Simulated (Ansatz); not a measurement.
`[SiH3]C[SiH2][SeH]` + CH₃OH → `CO[SiH2]C[SiH3]` + H₂Se  (ligand exchange at the Si–Se bond)

Isolated molecules relaxed with PBE0-D4/def2-TZVP in Ansatz; ΔE leaves out vibrations. CCSD(T)/CBS adds triple-zeta CCSD(T) − MP2 to the extrapolated MP2 energy (def2 sets, frozen cores). This one scheme is used for every species. For Se outer-core shells are correlated without core-valence functions, which leaves a few kJ/mol of doubt a bond. Scalar relativity is left out up to krypton. Each species was taken in one conformer, which may not be the lowest.

```tsv
species	MP2/CBS(def2) energy (Eh)
`[SiH3]C[SiH2][SeH]`	-3021.67554
CH₃OH	-115.58363
`CO[SiH2]C[SiH3]`	-735.39411
H₂Se	-2401.87424
```

(1) Work out ΔE.

Largest T1 diagnostic among the species: 0.011.

Results:

(1) ΔE = (-735.39411) + (-2401.87424) − (-3021.67554) − (-115.58363) = -0.00918 Eh = -5.8 kcal/mol. CCSD(T)/CBS gives -6.7 kcal/mol.

In def2-TZVPP, CCSD(T) changes the Hartree–Fock value by +3.3 kcal/mol (the triples alone add +0.6 kcal/mol) and MP2 by +4.3 kcal/mol. The D4 term adds +1.2 kcal/mol with B3LYP and +0.6 kcal/mol with PBE0; it sums over pairs of atoms, weighted by their polarisabilities, and B3LYP, whose exchange is more repulsive, gets the larger term.

B3LYP here is the variant with VWN-RPA as its local correlation; programs differ in this.
